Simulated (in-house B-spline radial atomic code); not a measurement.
Successive ionisation energies of tantalum; each step leads to the configuration of the next row (after the last: [Ar] 3d10 4s2 4p3). Dirac energy differences include first-order Breit, QED and recoil terms. NIST's values go from ground level to ground level; the uncertainty of those that are theory runs from under 0.1 % in few-electron ions to several per cent in heavy many-electron ones. Computed with a radial B-spline atomic code at the basis-set limit: Dirac-Hartree-Fock, average of the configuration, finite nuclei.

```json
{"ion": "Ta32+", "configuration": "[Kr] 4d5", "ionisation energy (eV)": "1319.8", "tabulated value (eV)": "1313", "tabulated kind": "tabulated theory", "computed minus tabulated (eV)": "6.8", "highest orbital": "4d5/2", "largest mean radius (bohr)": "0.44416"}
{"ion": "Ta33+", "configuration": "[Kr] 4d4", "ionisation energy (eV)": "?", "tabulated value (eV)": "?", "tabulated kind": "tabulated theory", "computed minus tabulated (eV)": "?", "highest orbital": "?", "largest mean radius (bohr)": "?"}
{"ion": "Ta34+", "configuration": "[Kr] 4d3", "ionisation energy (eV)": "1424.2", "tabulated value (eV)": "1434", "tabulated kind": "tabulated theory", "computed minus tabulated (eV)": "-9.8", "highest orbital": "4d5/2", "largest mean radius (bohr)": "0.43892"}
{"ion": "Ta35+", "configuration": "[Kr] 4d2", "ionisation energy (eV)": "1477.3", "tabulated value (eV)": "1490", "tabulated kind": "tabulated theory", "computed minus tabulated (eV)": "-12.7", "highest orbital": "4d5/2", "largest mean radius (bohr)": "0.43634"}
{"ion": "Ta36+", "configuration": "[Kr] 4d1", "ionisation energy (eV)": "1531.0", "tabulated value (eV)": "1542", "tabulated kind": "tabulated theory", "computed minus tabulated (eV)": "-11.0", "highest orbital": "4d5/2", "largest mean radius (bohr)": "0.43379"}
{"ion": "Ta37+", "configuration": "[Ar] 3d10 4s2 4p6", "ionisation energy (eV)": "1776.9", "tabulated value (eV)": "1748", "tabulated kind": "tabulated theory", "computed minus tabulated (eV)": "28.9", "highest orbital": "4p3/2", "largest mean radius (bohr)": "0.43126"}
{"ion": "Ta38+", "configuration": "[Ar] 3d10 4s2 4p5", "ionisation energy (eV)": "?", "tabulated value (eV)": "?", "tabulated kind": "tabulated theory", "computed minus tabulated (eV)": "?", "highest orbital": "?", "largest mean radius (bohr)": "?"}
{"ion": "Ta39+", "configuration": "[Ar] 3d10 4s2 4p4", "ionisation energy (eV)": "1885.3", "tabulated value (eV)": "1857", "tabulated kind": "tabulated theory", "computed minus tabulated (eV)": "28.3", "highest orbital": "4p3/2", "largest mean radius (bohr)": "0.42593"}
```

Question: Fill in the row of Ta33+.

Answer: ionisation energy (eV): 1371.7; tabulated value (eV): 1382; computed minus tabulated (eV): -10.3; highest orbital: 4d5/2; largest mean radius (bohr): 0.44153.

Question: Fill in the row of Ta38+.

Answer: ionisation energy (eV): 1830.8; tabulated value (eV): 1799; computed minus tabulated (eV): 31.8; highest orbital: 4p3/2; largest mean radius (bohr): 0.42844.

Where a p, d or f electron is removed, the computed value is a mean over both j, so it misses the tabulated one by a part of the spin-orbit splitting; averaging over terms and missing correlation add to the gap, relatively most at low charge.
